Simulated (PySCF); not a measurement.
Input for PySCF: R-M06-2X/def2-TZVPP on C3F8 (SMILES FC(F)(F)C(F)(F)C(F)(F)F).

```python
from pyscf import gto, dft

mol = gto.M(
    atom='''
    F     1.12149289    1.19482569   -1.17845863
    C     1.28023373    0.31185384   -0.19404509
    F     1.49888704    0.96665678    0.94496002
    F     2.33505263   -0.45254493   -0.46365491
    C     0.02277759   -0.58717571   -0.06716266
    F     0.24358781   -1.47458274    0.91830631
    F    -0.13811299   -1.24378811   -1.22921786
    C    -1.29861025    0.16120515    0.24812969
    F    -1.57667282    1.03723492   -0.71580082
    F    -2.28946282   -0.72269024    0.32923369
    F    -1.19927279    0.80900536    1.40761026
    ''',
    basis='def2-tzvpp',
    charge=0, spin=0, verbose=4, max_memory=1800)
mf = dft.RKS(mol, xc='m062x').density_fit(auxbasis='def2-universal-jkfit')
mf.grids.level = 4
mf.conv_tol = 1e-9
mf.max_cycle = 150
mf.kernel()
mf.dip_moment()
```

It printed:

```
PySCF version 2.14.0

[INPUT] verbose = 4
[INPUT] num. atoms = 11
[INPUT] num. electrons = 90
[INPUT] charge = 0
[INPUT] spin (= nelec alpha-beta = 2S) = 0
[INPUT] symmetry False subgroup None
[INPUT] Mole.unit = angstrom
[INPUT] Symbol           X                Y                Z      unit          X                Y                Z       unit  Magmom
[INPUT]  1 F      1.121492890000   1.194825690000  -1.178458630000 AA    2.119314412747   2.257893320694  -2.226964059830 Bohr   0.0
[INPUT]  2 C      1.280233730000   0.311853840000  -0.194045090000 AA    2.419291125130   0.589318348494  -0.366692075917 Bohr   0.0
[INPUT]  3 F      1.498887040000   0.966656780000   0.944960020000 AA    2.832485997260   1.826716570654   1.785715636464 Bohr   0.0
[INPUT]  4 F      2.335052630000  -0.452544930000  -0.463654910000 AA    4.412609957145  -0.855185976760  -0.876180796210 Bohr   0.0
[INPUT]  5 C      0.022777590000  -0.587175710000  -0.067162660000 AA    0.043043406878  -1.109601278897  -0.126919033197 Bohr   0.0
[INPUT]  6 F      0.243587810000  -1.474582740000   0.918306310000 AA    0.460314248183  -2.786557526611   1.735347424360 Bohr   0.0
[INPUT]  7 F     -0.138112990000  -1.243788110000  -1.229217860000 AA   -0.260995725345  -2.350418884890  -2.322885102824 Bohr   0.0
[INPUT]  8 C     -1.298610250000   0.161205150000   0.248129690000 AA   -2.454017715053   0.304633583369   0.468897157473 Bohr   0.0
[INPUT]  9 F     -1.576672820000   1.037234920000  -0.715800820000 AA   -2.979479817846   1.960089925635  -1.352667509539 Bohr   0.0
[INPUT] 10 F     -2.289462820000  -0.722690240000   0.329233690000 AA   -4.326457702174  -1.365686626496   0.622161505080 Bohr   0.0
[INPUT] 11 F     -1.199272790000   0.809005360000   1.407610260000 AA   -2.266297121743   1.528798563705   2.659997881528 Bohr   0.0

nuclear repulsion = 796.468754970018
number of shells = 121
number of NR pGTOs = 506
number of NR cGTOs = 341
basis = def2-tzvpp
ecp = {}


******** <class 'pyscf.df.df_jk.DFRKS'> ********
method = DFRKS
initial guess = minao
damping factor = 0
level_shift factor = 0
DIIS = <class 'pyscf.scf.diis.CDIIS'>
diis_start_cycle = 1
diis_space = 8
diis_damp = 0
SCF conv_tol = 1e-09
SCF conv_tol_grad = None
SCF max_cycles = 150
direct_scf = False
XC library pyscf.dft.libxc version 7.1.2
    S. Lehtola, C. Steigemann, M. J. T. Oliveira, and M. A. L. Marques,  SoftwareX 7, 1–5 (2018)
XC functionals = m062x
    Y. Zhao and D. G. Truhlar,  Theor. Chem. Acc. 120, 215 (2008)
    Y. Zhao and D. G. Truhlar,  Theor. Chem. Acc. 120, 215 (2008)
radial grids:
    Treutler-Ahlrichs [JCP 102, 346 (1995); DOI:10.1063/1.469408] (M4) radial grids

becke partition: Becke, JCP 88, 2547 (1988); DOI:10.1063/1.454033
pruning grids: <function nwchem_prune>
grids dens level: 4
symmetrized grids: False
atomic radii adjust function: <function treutler_atomic_radii_adjust>
small_rho_cutoff = 0
Set gradient conv threshold to 3.16228e-05
Initial guess from minao.
tot grids = 316512
******** <class 'pyscf.df.df.DF'> ********
auxbasis = def2-universal-jkfit
init E= -915.119286663757
  HOMO = -0.327742597496108  LUMO = 0.0798657156417197  gap/eV = 11.09159
cycle= 1 E= -912.786118617729  delta_E= 2.33  |g|= 1.48  |ddm|= 3.01
  HOMO = -0.527755889362368  LUMO = -0.0676818930025783  gap/eV = 12.51925
cycle= 2 E= -912.581076819717  delta_E= 0.205  |g|=    2  |ddm|= 1.86
  HOMO = -0.476037932759791  LUMO = 0.0643932744461496  gap/eV = 14.70588
cycle= 3 E= -913.168311871862  delta_E= -0.587  |g|= 0.0937  |ddm|= 0.934
  HOMO = -0.462430752238919  LUMO = 0.0806007776315594  gap/eV = 14.77664
cycle= 4 E= -913.169520058928  delta_E= -0.00121  |g|= 0.0445  |ddm|= 0.0689
  HOMO = -0.46608383414344  LUMO = 0.0784060806098257  gap/eV = 14.81633
cycle= 5 E= -913.169797890653  delta_E= -0.000278  |g|= 0.0146  |ddm|= 0.0295
  HOMO = -0.466573301336958  LUMO = 0.0781032765993371  gap/eV = 14.82140
cycle= 6 E= -913.169828149402  delta_E= -3.03e-05  |g|= 0.00258  |ddm|= 0.00773
  HOMO = -0.466404707313558  LUMO = 0.0782505693168595  gap/eV = 14.82082
cycle= 7 E= -913.169829559604  delta_E= -1.41e-06  |g|= 0.000741  |ddm|= 0.0026
  HOMO = -0.466414020096444  LUMO = 0.0782446291444249  gap/eV = 14.82092
cycle= 8 E= -913.169829659972  delta_E= -1e-07  |g|= 0.00031  |ddm|= 0.000662
  HOMO = -0.466430720389475  LUMO = 0.0782241202809628  gap/eV = 14.82081
cycle= 9 E= -913.169829675037  delta_E= -1.51e-08  |g|= 7.89e-05  |ddm|= 0.000199
  HOMO = -0.466428869102327  LUMO = 0.0782271200713706  gap/eV = 14.82084
cycle= 10 E= -913.169829675929  delta_E= -8.92e-10  |g|= 2.02e-05  |ddm|= 5.53e-05
  HOMO = -0.466424517338904  LUMO = 0.0782301697032652  gap/eV = 14.82081
Extra cycle  E= -913.169829675958  delta_E= -2.84e-11  |g|= 1.74e-05  |ddm|= 2.6e-05
converged SCF energy = -913.169829675958
Dipole moment(X, Y, Z, Debye): -0.00424,  0.10466,  0.01200
```

Self-consistency was reached.

Cost: roughly 110 core-seconds.
